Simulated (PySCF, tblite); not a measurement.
Isomers of C3H5F3O2Si, one GFN2-xTB conformer each. Single-point energies are computed at PBE0/pcSseg-1 (PySCF, gas phase, no added dispersion term), electronic only.

```csv
SMILES,GFN2-xTB relative energy (kcal/mol)
C=C(O[SiH2]O)C(F)(F)F,0.0
O=C(CC(F)(F)F)O[SiH3],7.6
```

Conformers: `[CH2:1]=[C:2]([O:3][SiH2:4][OH:5])[C:6]([F:7])([F:8])[F:9]` with C1–C2–O3–Si4 2°, C2–O3–Si4–O5 -179°, O3–Si4–O5–H -19°; `[O:1]=[C:2]([CH2:3][C:4]([F:5])([F:6])[F:7])[O:8][SiH3:9]` with O1–C2–C3–C4 154°, O1–C2–O8–Si9 -2°.

Problem. What does PBE0/pcSseg-1 give for the same structures?

Solution. 
```tsv
SMILES	PBE0/pcSseg-1 E (Eh)	PBE0/pcSseg-1 (kcal/mol)	GFN2-xTB (kcal/mol)	point group
C=C(O[SiH2]O)C(F)(F)F	-856.09708	0.0	0.0	near Cs
O=C(CC(F)(F)F)O[SiH3]	-856.09589	0.7	7.6	C1
```

Both levels put the same isomer lowest. As drawn, the lower has an O–H bond and a C=C bond outside aromatic rings, which the higher lacks; the higher has a C=O bond and a C(=O)–O unit, which the lower lacks. Neighbours under 2.5 kcal/mol apart (C=C(O[SiH2]O)C(F)(F)F and O=C(CC(F)(F)F)O[SiH3]) can change places with a better method, another conformer or zero-point energy.

Problem. Which frontier levels, dipoles and rotational constants go with these structures?

Solution. 
```json
{"SMILES": "C=C(O[SiH2]O)C(F)(F)F", "HOMO (eV, PBE0/pcSseg-1)": "-7.81", "LUMO (eV)": "-0.37", "dipole (D)": "1.84", "A, B, C (MHz)": "2735, 761.4, 669.8"}
{"SMILES": "O=C(CC(F)(F)F)O[SiH3]", "HOMO (eV, PBE0/pcSseg-1)": "-8.63", "LUMO (eV)": "-0.36", "dipole (D)": "1.37", "A, B, C (MHz)": "2621, 830.1, 720.1"}
```

Problem. What happens when harmonic zero-point energies from GFN2-xTB frequencies are added?

Solution. 
```json
{"SMILES": "C=C(O[SiH2]O)C(F)(F)F", "ZPE (kcal/mol)": "49.7", "electronic (kcal/mol)": "0.0", "with ZPE (kcal/mol)": "0.0"}
{"SMILES": "O=C(CC(F)(F)F)O[SiH3]", "ZPE (kcal/mol)": "49.0", "electronic (kcal/mol)": "0.7", "with ZPE (kcal/mol)": "0.0"}
```

The zero-point energies span 0.7 kcal/mol. The order is unchanged.

Problem. As an exercise, what shares would exp(−E/RT) give at 1000 K from these electronic energies alone (no entropy, no degeneracies)?

Solution. RT = 1.987 kcal/mol: C=C(O[SiH2]O)C(F)(F)F 59.3 %, O=C(CC(F)(F)F)O[SiH3] 40.7 %.
